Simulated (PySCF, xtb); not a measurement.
C₃H₈GeSi, SMILES [CH]1=C(C)[SiH2][GeH2]1.

Harmonic wavenumbers (cm⁻¹) from GFN2-xTB (xtb) at its own minimum, in rising order: 121, 149, 265, 294, 300, 320, 363, 414, 472, 507, 553, 599, 662, 688, 780, 832, 865, 1002, 1017, 1104, 1228, 1396, 1479, 1482, 1594, 1802, 1877, 2207, 2210, 2986, 3000, 3008, 3017.

Problem. What does PBE-D3(BJ)/def2-SVP run with PySCF give at its own minimum? (Estimate from the structure and the level; the computed values follow.)

Solution. 116, 168, 261, 281, 325, 357, 381, 506, 565, 571, 589, 637, 679, 717, 828, 845, 909, 954, 997, 1072, 1188, 1329, 1393, 1395, 1560, 2053, 2062, 2131, 2141, 2952, 3030, 3045, 3051. Paired by order, the mean absolute difference is 52 cm⁻¹ and the zero-point energies are 55.2 and 55.9 kcal/mol.
